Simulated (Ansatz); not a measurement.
Species: C2H9BSi, SMILES `CB(C)[SiH3]` (charge 0, multiplicity 1).

### Question
Give a relaxed geometry from PBE0-D3(BJ)/def2-TZVP run with Ansatz (a first-principles code).

### Answer
the end point of this relaxation (outside a Z-matrix the atoms follow the SMILES, hydrogens last).
Bond lengths (Å): C1–B2 1.560, C1–H5 1.092, C1–H6 1.094, C1–H7 1.103, B2–C3 1.561, B2–Si4 2.031, C3–H8 1.094, C3–H9 1.092, C3–H10 1.103, Si4–H11 1.495, Si4–H12 1.491, Si4–H13 1.493. Angles (°): B2–C1–H5 114.8, B2–C1–H6 114.5, B2–C1–H7 105.0, H5–C1–H6 109.9, H5–C1–H7 105.2, H6–C1–H7 106.5, C1–B2–C3 120.6, C1–B2–Si4 121.0, C3–B2–Si4 118.5, B2–C3–H8 113.9, B2–C3–H9 115.9, B2–C3–H10 104.4, H8–C3–H9 109.8, H8–C3–H10 106.0, H9–C3–H10 105.8, B2–Si4–H11 108.9, B2–Si4–H12 114.6, B2–Si4–H13 111.2, H11–Si4–H12 107.4, H11–Si4–H13 106.6, H12–Si4–H13 107.8.
